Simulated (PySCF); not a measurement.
**Core binding energy against partial charge**

Species: C₃H₆FOSi (charge -1).
Structure used (GFN2-xTB), in Å, numbered top down from 1:
```xyz
12
C3H6FOSi angstrom
C     -1.2946   -0.6823   -1.2714
C     -0.3889   -0.2532   -0.3755
C     -0.8211    0.4362    0.8924
O      0.8912   -0.4084   -0.5496
Si     2.1040   -0.1722    0.6743
F      3.3932   -0.3637   -0.4001
H     -0.9946   -1.1788   -2.1784
H     -2.3508   -0.5440   -1.1100
H     -0.4376    1.4566    0.9062
H     -1.9051    0.4529    0.9934
H     -0.3571   -0.0866    1.7329
H      2.1626    1.3428    0.6597
```

Binding energies: delta-SCF UKS SCAN, pcX-2 on the ionised atom, pcseg-1 elsewhere, spin-free X2C (PySCF). Charges: PBE0/pcSseg-1 ground-state density, for the ionised atom.

| atom | environment | C 1s (eV) | Mulliken (e) | IAO (e) | Hirshfeld (e) | ESP (e) |
| --- | --- | --- | --- | --- | --- | --- |
| C1 | terminal =CH2 carbon | 284.79 | -0.299 | -0.509 | -0.237 | -0.930 |
| C3 | allylic carbon | 286.66 | -0.280 | -0.453 | -0.137 | -0.121 |
| C2 | vinylic carbon bearing oxygen | 287.41 | +0.113 | +0.256 | +0.072 | +0.417 |

**Question.** Give the correlation coefficient and slope of binding energy on charge for each scheme.

**Answer.** ESP: r = 0.99, slope 2.0 eV per e; Hirshfeld: r = 0.90, slope 7.7 eV per e; IAO: r = 0.76, slope 2.4 eV per e; Mulliken: r = 0.75, slope 4.3 eV per e. ESP charges have the highest r, on only 3 points.

**Question.** The point-charge model writes a binding energy as kq + V + constant, with V the potential of the other atoms' charges at the site. What does it give with the Hirshfeld charges?

**Answer.** V = Σ 14.40 eV Å × q/r over all other atoms: -2.69 eV at C1, -3.09 eV at C3, -8.06 eV at C2. Fitting binding energy − V to q gives k = 26.0 eV per e and leaves an rms residual of 0.15 eV, against 0.47 eV for the fit on q alone. The model has no term for differences in relaxation between sites.

The unrestricted hole states depart most from a pure doublet (⟨S²⟩ = 0.75; over 0.85 named) for C 1s of C2 (0.98), which makes this value less certain. The species carries charge -1, so core ionisation leaves a neutral species. The basis sets have no added diffuse functions. Geometry: GFN2-xTB, one conformer, isolated ion.
